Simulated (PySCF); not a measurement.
## Deuteron quadrupole couplings in `C#C[C@@H]1CC(=O)[C@@H](F)C1`

Species: C7H7FO.
Structure used (GFN2-xTB), in Å, numbered top down from 1:
```
atom  x, y, z in Å
C1     2.7650    0.1858    0.4045
C2     1.7058    0.3155   -0.1362
C3     0.4168    0.4730   -0.7868
C4    -0.5352    1.2989    0.0905
C5    -1.2402    0.3018    0.9807
O6    -1.9372    0.5478    1.9214
C7    -0.9066   -1.1048    0.4575
F8    -2.0215   -1.9052    0.4118
C9    -0.2924   -0.8849   -0.9202
H10    3.6974    0.0757    0.8721
H11    0.5765    0.9369   -1.7644
H12   -0.0296    2.0622    0.6819
H13   -1.2958    1.7954   -0.5168
H14   -0.2047   -1.5811    1.1560
H15   -1.0955   -0.8240   -1.6569
H16    0.3895   -1.6839   -1.2066
```

Level: PBE0/pcSseg-1 (PySCF, non-relativistic); Q(2H) = 0.00286 b; rigid geometry, the same for H and D, with no vibrational averaging.

**Question.** Rank these positions by the coupling χzz of a deuteron there, largest first.
A. H10 (alkyne hydrogen)
B. H12 (methylene hydrogen)
C. H14 (methine hydrogen)
D. H11 (methine hydrogen)

**Answer.** A (266 kHz), B (205 kHz), D (199 kHz), C (188 kHz).

**Question.** Give the electric field gradient Vzz (the principal value of largest size), its asymmetry and the 2H coupling at each hydrogen.

**Answer.** 
| atom | bonded to | bond length (Å) | Vzz (au) | η | χzz (kHz) |
| --- | --- | --- | --- | --- | --- |
| H10 | C1 | 1.049 | 0.3963 | 0.00 | 266 |
| H11 | C3 | 1.094 | 0.2967 | 0.02 | 199 |
| H12 | C4 | 1.090 | 0.3048 | 0.02 | 205 |
| H13 | C4 | 1.093 | 0.3034 | 0.01 | 204 |
| H14 | C7 | 1.099 | 0.2793 | 0.07 | 188 |
| H15 | C9 | 1.091 | 0.3020 | 0.00 | 203 |
| H16 | C9 | 1.089 | 0.3060 | 0.01 | 206 |

**Question.** How does χzz go with the bond length over the 7 C–H bonds?

**Answer.** A straight-line fit has a slope of -15.1 kHz for each 0.01 Å, with a correlation coefficient of -1.00, over lengths from 1.049 to 1.099 Å. The longer bonds have the smaller couplings here.

**Question.** A static deuteron (I = 1) shows a doublet split by (3/2)χ, (3/4)χ(1 + η) and (3/4)χ(1 − η) with the field along z, y and x of the gradient. What are these for H10?

**Answer.** With |χ| = 266.3 kHz and η = 0.002: 399, 200 and 199 kHz, to first order and without motion.

Isolated species at its GFN2-xTB geometry (one conformer only). GFN2-xTB bond lengths can be off by several hundredths of an ångström, more for odd bonds, and the gradients follow them. The small basis limits the accuracy of the gradients.
